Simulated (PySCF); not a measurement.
HBeFS (SMILES [F][Be][SH]), singlet, at a GFN2-xTB geometry (such geometries of metal compounds can be far from the true shape); CAMB3LYP/cc-pVDZ, TDA (PySCF).

Input for PySCF:
```python
from pyscf import gto, scf, dft, tdscf

mol = gto.M(
    atom='''
Be   -0.19378566    0.26092117   -0.59978916
F    -0.62158271    0.96319449   -1.70069751
S     0.35490341   -0.49897120    1.06114908
H     0.69093246   -1.72889590    0.72704890
''',
    basis='cc-pvdz',
    verbose=4,
)

mf = dft.RKS(mol)
mf.xc = 'camb3lyp'
mf.kernel()
td = mf.TDA()
td.nstates = 5
td.kernel()
td.analyze()
```

Output, abridged:

```
PySCF version 2.14.0

[INPUT] verbose = 4
[INPUT] num. atoms = 4
[INPUT] num. electrons = 30
[INPUT] charge = 0
[INPUT] spin (= nelec alpha-beta = 2S) = 0
[INPUT] symmetry False subgroup None
[INPUT] Mole.unit = angstrom
[INPUT] Symbol           X                Y                Z      unit          X                Y                Z       unit  Magmom
[...]
nuclear repulsion = 63.385543499717
number of shells = 18
number of NR pGTOs = 100
number of NR cGTOs = 51
basis = cc-pvdz
ecp = {}

******** <class 'pyscf.dft.rks.RKS'> ********
method = RKS
initial guess = minao
damping factor = 0
level_shift factor = 0
DIIS = <class 'pyscf.scf.diis.CDIIS'>
diis_start_cycle = 1
diis_space = 8
diis_damp = 0
SCF conv_tol = 1e-09
SCF conv_tol_grad = None
SCF max_cycles = 50
direct_scf = True
direct_scf_tol = 1e-13
XC library pyscf.dft.libxc version 7.1.2
    S. Lehtola, C. Steigemann, M. J. T. Oliveira, and M. A. L. Marques,  SoftwareX 7, 1–5 (2018)
XC functionals = camb3lyp
    T. Yanai, D. P. Tew, and N. C. Handy,  Chem. Phys. Lett. 393, 51 (2004)
radial grids:
    Treutler-Ahlrichs [JCP 102, 346 (1995); DOI:10.1063/1.469408] (M4) radial grids

becke partition: Becke, JCP 88, 2547 (1988); DOI:10.1063/1.454033
pruning grids: <function nwchem_prune>
grids dens level: 3
symmetrized grids: False
atomic radii adjust function: <function treutler_atomic_radii_adjust>
small_rho_cutoff = 0
Set gradient conv threshold to 3.16228e-05
Initial guess from minao.
tot grids = 56672
init E= -513.555671966159
[...]
cycle= 1 E= -513.402164503927  delta_E= 0.154  |g|= 0.612  |ddm|= 1.73
[...]
cycle= 2 E= -513.35583206757  delta_E= 0.0463  |g|= 0.885  |ddm|= 0.827
[...]
cycle= 3 E= -513.479923725877  delta_E= -0.124  |g|= 0.044  |ddm|= 0.431
[...]
cycle= 4 E= -513.480537432954  delta_E= -0.000614  |g|= 0.0174  |ddm|= 0.0551
[...]
cycle= 5 E= -513.480650854964  delta_E= -0.000113  |g|= 0.00232  |ddm|= 0.0214
[...]
cycle= 6 E= -513.480654671547  delta_E= -3.82e-06  |g|= 0.000798  |ddm|= 0.00488
[...]
cycle= 7 E= -513.480655071124  delta_E= -4e-07  |g|= 0.00023  |ddm|= 0.00132
[...]
cycle= 8 E= -513.480655105698  delta_E= -3.46e-08  |g|= 4.01e-05  |ddm|= 0.000484
[...]
cycle= 9 E= -513.480655106725  delta_E= -1.03e-09  |g|= 1.16e-05  |ddm|= 8.04e-05
[...]
cycle= 10 E= -513.480655106787  delta_E= -6.2e-11  |g|= 2.12e-06  |ddm|= 1.94e-05
[...]
Extra cycle  E= -513.480655106789  delta_E= -1.59e-12  |g|= 1.24e-06  |ddm|= 3.11e-06
converged SCF energy = -513.480655106789

******** <class 'pyscf.tdscf.rks.TDA'> for <class 'pyscf.dft.rks.RKS'> ********
nstates = 5 singlet
deg_eia_thresh = 1.000e-03
wfnsym = None
conv_tol = 1e-05
eigh lindep = 1e-12
eigh level_shift = 0
eigh max_cycle = 100

Excitation energies (eV)
[5.94808499 6.22890412 7.37521465 7.70378726 7.96865383]

** Singlet excitation energies and oscillator strengths **
Excited State   1:      5.94808 eV    208.44 nm  f=0.0031
      15 -> 16       -0.41173
      15 -> 17       -0.56047
Excited State   2:      6.22890 eV    199.05 nm  f=0.0612
      15 -> 16        0.56803
      15 -> 17       -0.40866
Excited State   3:      7.37521 eV    168.11 nm  f=0.0198
      14 -> 16        0.38949
      14 -> 17        0.16483
      15 -> 18        0.55485
Excited State   4:      7.70379 eV    160.94 nm  f=0.0103
      14 -> 16        0.20374
      14 -> 17       -0.66138
      14 -> 19        0.10673
Excited State   5:      7.96865 eV    155.59 nm  f=0.0006
      15 -> 17        0.11874
      15 -> 19        0.67843
      15 -> 22        0.10063

** Transition electric dipole moments (AU) **
state          X           Y           Z        Dip. S.      Osc.
  1        -0.1376     -0.0444      0.0251      0.0215      0.0031
  2         0.5936      0.1916     -0.1084      0.4008      0.0612
  3        -0.1057      0.3122     -0.0269      0.1093      0.0198
  4         0.0118      0.0861      0.2168      0.0546      0.0103
  5        -0.0505     -0.0163      0.0092      0.0029      0.0006

** Transition velocity dipole moments (imaginary part, AU) **
state          X           Y           Z        Dip. S.      Osc.
  1         0.0092      0.0030     -0.0017      0.0001      0.0003
  2         0.1569      0.0507     -0.0287      0.0280      0.0816
  3        -0.0074      0.0380      0.0267      0.0022      0.0054
  4         0.0204      0.0130      0.1345      0.0187      0.0440
  5         0.0316      0.0102     -0.0058      0.0011      0.0026

** Transition magnetic dipole moments (imaginary part, AU) **
state          X           Y           Z
  1        -0.0835      0.0409     -0.3846
  2         0.0450     -0.3611     -0.3916
  3         0.1504      0.0486     -0.0275
  4         0.3123      0.1008     -0.0570
  5        -0.0357      0.0357     -0.1325
```
